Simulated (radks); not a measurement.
Results of a calculation; reference values are marked as such.
Species: S12+. Configuration: [He] 2s2 (the NIST ground configuration).

Level of theory: non-relativistic Kohn-Sham, PBE, spin-polarised, spherical densities, point nucleus (a radial shooting solver on a logarithmic mesh with Libxc functionals).

Energy parts (Ry):
part                       energy
total                  -591.34226
kinetic                 591.13601
electron-nucleus      -1229.49146
Hartree                  72.00765
exchange-correlation    -24.99445

Orbitals (lengths in bohr, moments of r in powers of bohr; r(90%) holds 90 % of the orbital's charge):
| orbital | occ. | eigenvalue (Ry) | r(90%) | <r> | <r^2> | <r^4> |
|---|---|---|---|---|---|---|
| 1s | 2 | -217.2383 | 0.172 | 0.09657 | 0.01250 | 0.0003981 |
| 2s | 2 | -45.88098 | 0.633 | 0.4143 | 0.2007 | 0.06699 |

The highest occupied level is 2s at -624.24 eV. For comparison, the ionisation energy in NIST's Atomic Spectra Database is 652.0 eV (semi-empirical). In exact Kohn-Sham theory the highest level is minus the ionisation energy, but local and semilocal functionals leave it too shallow, through self-interaction and a potential that decays too fast; potentials with the right tail come closer.
